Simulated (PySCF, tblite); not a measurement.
C₇H₁₅P.
Numbering: `[CH2:1]=[CH:2][P:3]([CH3:4])([CH3:5])([CH3:6])[CH:7]=[CH2:8]` (hydrogens: H9, H10 on C1; H11 on C2; H12, H13, H14 on C4; H15, H16, H17 on C5; H18, H19, H20 on C6; H21 on C7; H22, H23 on C8)

Computed geometry: GFN2-xTB, gas phase.

(1) List the bond lengths, angles and torsions at this level.

Answers

(1) 
```csv
bond,length (Å)
"C1=C2, C7=C8",1.321
"C2–P3, P3–C7",1.828
P3–C4,1.946
P3–C5,1.849
P3–C6,1.976
"C1–H9, C8–H22",1.080
"C1–H10, C8–H23",1.078
"C2–H11, C7–H21",1.083
"C4–H12, C4–H13, C4–H14",1.090
"C5–H15, C5–H16, C5–H17",1.088
"C6–H18, C6–H19, C6–H20",1.090
```

Bonds in one row agree within 0.01 Å and their mean is given. A selection of angles:
```csv
angle,degrees
C2–C1–H9,122.1
C2–C1–H10,121.8
H9–C1–H10,116.1
C1–C2–P3,123.9
C1–C2–H11,121.0
P3–C2–H11,114.9
C2–P3–C4,91.4
C2–P3–C5,120.8
C2–P3–C6,87.3
C2–P3–C7,118.0
C4–P3–C5,92.9
C4–P3–C6,177.6
C5–P3–C6,89.6
P3–C4–H12,112.0
P3–C4–H14,109.0
H12–C4–H13,108.1
P3–C5–H15,108.0
P3–C5–H17,112.3
H15–C5–H16,108.3
H15–C5–H17,110.1
P3–C6–H18,111.2
H18–C6–H19,107.3
```

Torsions: C1–C2–P3–C4 69° (synclinal); C2–P3–C7–C8 -161° (antiperiplanar).

The C–P distances run from 1.828 Å (C2–P3, drawn single) to 1.976 Å (P3–C6, drawn single), a spread of 0.148 Å. P3 (phosphorus bonded to 5 C) is trigonal bipyramidal (τ5 = (β − α)/60° = 0.95 from the two widest angles, 177.6° and 120.9° (0 for a square pyramid, 1 for a trigonal bipyramid)). Of the pairs four or more bonds apart, C1···H12 is among the closest relative to their van der Waals radii: 2.89 Å, 100 % of the sum of Bondi's values.

Point group: Cs (every atom within 0.08 Å of its image). Its GFN2-xTB frequencies are all real (lowest 19 cm⁻¹).
